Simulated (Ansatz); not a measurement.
Consider the ligand exchange at a Ga–C bond: `[CH3][GaH][CH2]F` + `N=C=O` → `[CH3][GaH][N]=C=O` + `CF`.

Isolated molecules relaxed with PBE0-D4/def2-TZVP in Ansatz; ΔE leaves out vibrations. CCSD(T)/CBS is the MP2 limit (def2-TZVPP, def2-QZVPP) plus CCSD(T) − MP2 in def2-TZVPP, frozen cores. This one scheme is used for every species. For Ga outer-core shells are correlated without core-valence functions, which leaves a few kJ/mol of doubt a bond. Scalar relativity is left out up to krypton. Each species was taken in one conformer, which may not be the lowest.

```json
{"species": "`[CH3][GaH][CH2]F`", "HF/CBS(def2) energy (Eh)": "-2102.01938"}
{"species": "`N=C=O`", "HF/CBS(def2) energy (Eh)": "-167.84607"}
{"species": "`[CH3][GaH][N]=C=O`", "HF/CBS(def2) energy (Eh)": "-2130.81463"}
{"species": "`CF`", "HF/CBS(def2) energy (Eh)": "-139.10980"}
```

(1) Work out ΔE.

Largest T1 diagnostic among the species: 0.018.

Results:

(1) ΔE = (-2130.81463) + (-139.10980) − (-2102.01938) − (-167.84607) = -0.05898 Eh = -154.9 kJ/mol. CCSD(T)/CBS gives -126.2 kJ/mol.

From PBE to PBE0 (25 % exact exchange), in def2-TZVPP and without D4, ΔE moves by −9.9 kJ/mol. In def2-TZVPP, CCSD(T) changes the Hartree–Fock value by +25.2 kJ/mol (the triples alone add +2.9 kJ/mol) and MP2 by +20.4 kJ/mol.
